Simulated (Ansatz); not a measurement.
`F[C](F)(F)[Ge]([Cl])([Cl])[Cl]` + `OBF` → `FBOC(F)(F)F` + `[Cl][GeH]([Cl])[Cl]`  (substitution at a C–Ge bond)

Computed with Ansatz on PBE0-D4/def2-TZVP structures; ΔE is electronic, products minus reactants. CCSD(T)/CBS adds triple-zeta CCSD(T) − MP2 to the extrapolated MP2 energy (def2 sets, frozen cores). This one scheme is used for every species. Functionals use def2-TZVPP. For Ge outer-core shells are correlated without core-valence functions, which leaves a few kJ/mol of doubt a bond. Scalar relativity is left out up to krypton. One conformer a species, not always the lowest.

`F[C](F)(F)[Ge]([Cl])([Cl])[Cl]`:

Cartesian coordinates in Å:
```
F -0.640 -1.452 -1.211
C -0.240 -0.191 -1.043
F -1.217 0.615 -1.457
F 0.825 0.014 -1.817
Ge 0.205 0.163 0.890
Cl 1.762 -1.143 1.485
Cl 0.829 2.177 1.090
Cl -1.523 -0.183 2.064
```

`OBF`:

Z-matrix (Å, degrees):
```
B
O 1 1.344
F 1 1.332 2 120.3
H 1 1.192 2 120.1 3 -180.0
H 2 0.963 1 113.4 3 -0.0
```

`FBOC(F)(F)F`:

Cartesian coordinates in Å:
```
F -0.554 -0.067 -2.488
B -0.647 -0.107 -1.181
O 0.520 0.111 -0.499
C 0.572 0.098 0.851
F 1.814 0.335 1.230
F -0.218 1.031 1.381
F 0.197 -1.081 1.345
H -1.684 -0.321 -0.640
```

`[Cl][GeH]([Cl])[Cl]`:

Cartesian coordinates in Å:
```
Cl 1.558 0.721 -1.176
Ge 0.003 0.072 0.121
Cl -1.859 0.356 -0.865
Cl 0.259 -2.005 0.493
H 0.039 0.856 1.428
```

Problem. Is it downhill or uphill in electronic energy at CCSD(T)/CBS, and by how much? (Best estimate.)

Solution. The calculation gave: Downhill: ΔE = -0.06 eV.

Problem. What do these levels give: revPBE-D4, PBE-QIDH, BLYP, CAM-B3LYP, SCS-MP2/def2-TZVPP, CCSD/CBS(def2)? (An estimate is asked.)

Solution. Computed: revPBE-D4 0.12, PBE-QIDH -0.14, BLYP 0.06, CAM-B3LYP -0.14, SCS-MP2/def2-TZVPP -0.06, CCSD/CBS(def2) -0.11 eV.

Largest T1 diagnostic among the species: 0.013.

In def2-TZVPP, CCSD(T) changes the Hartree–Fock value by +0.36 eV (the triples alone add +0.05 eV) and MP2 by +0.41 eV. At CCSD(T), def2-SVP lies −0.22 eV from the extrapolated value and def2-TZVPP −0.01 eV.
